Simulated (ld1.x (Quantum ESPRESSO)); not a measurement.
**Plane-wave convergence, PAW potential for cerium**

| Property | Result |
| --- | --- |
| Element | cerium |
| Generator | ld1.x (Quantum ESPRESSO) 7.5 |
| Type | PAW |
| Functional | LDA (PZ) |
| Relativity | scalar-relativistic |
| Frozen core | [Kr] 4d10 4f1 |
| Valence charge | 11 |
| Reference configuration | 5s2 5p6 5d1 6s2 6p0 |
| Partial waves | 5s (bound): rcut 2.55, rcutus 3.20 bohr; 6s (bound): rcut 2.55, rcutus 3.20 bohr; 5p (bound): rcut 2.30, rcutus 2.55 bohr; 6p (bound, empty): rcut 2.30, rcutus 2.55 bohr; 5d (bound): rcut 3.70, rcutus 4.45 bohr; 5d channel at 0.2 Ry: rcut 3.70, rcutus 4.45 bohr |
| Local potential | all-electron potential smoothed inside 4.30 bohr (lloc = -1) |
| Core correction | a·sin(br)/r model core, default radius (ld1.x builds one for every PAW set, though the input has nlcc=.false.) |
| Augmentation charge | BESSEL, radius 2.15 bohr |

The pseudo-atom Hamiltonian at the reference potential is diagonalised in spherical Bessel functions j_l(qr) that vanish at 20 bohr, with q² up to the cutoff. All-electron valence levels (Ry): 5s -2.9931, 6s -0.2856, 5p -1.7124, 6p -0.1037, 5d -0.2340.

Task: How do the lowest levels (Ry) of each channel move with the cutoff, and are there ghosts?

Result:

```tsv
cutoff (Ry)	s #1	s #2	s #3	p #1	p #2	p #3	d #1	f #1	Σ f·Δε (mRy)
8	-2.9928	-0.2798	0.0038	-1.6904	-0.0787	0.0556	-0.2340	0.0934	144.8
10	-2.9930	-0.2851	0.0030	-1.7072	-0.0867	0.0525	-0.2340	0.0934	33.0
12	-2.9930	-0.2852	0.0030	-1.7116	-0.0950	0.0497	-0.2340	0.0934	5.8
15	-2.9931	-0.2854	0.0030	-1.7121	-0.1022	0.0473	-0.2340	0.0934	2.9
18	-2.9931	-0.2856	0.0029	-1.7122	-0.1035	0.0469	-0.2340	0.0934	1.6
21	-2.9931	-0.2856	0.0029	-1.7124	-0.1037	0.0468	-0.2340	0.0934	0.6
25	-2.9931	-0.2856	0.0029	-1.7124	-0.1037	0.0468	-0.2340	0.0934	0.3
30	-2.9931	-0.2857	0.0029	-1.7124	-0.1037	0.0468	-0.2340	0.0934	0.2
400	-2.9931	-0.2857	0.0029	-1.7125	-0.1038	0.0468	-0.2340	0.0934	0.0
```

Result: no extra level below or beside the all-electron valence levels (s, p, d, f tested); 10 mRy is reached at 12 Ry and 1 mRy at 21 Ry.

Test run stopped at test 1 of 9 (negative rho).
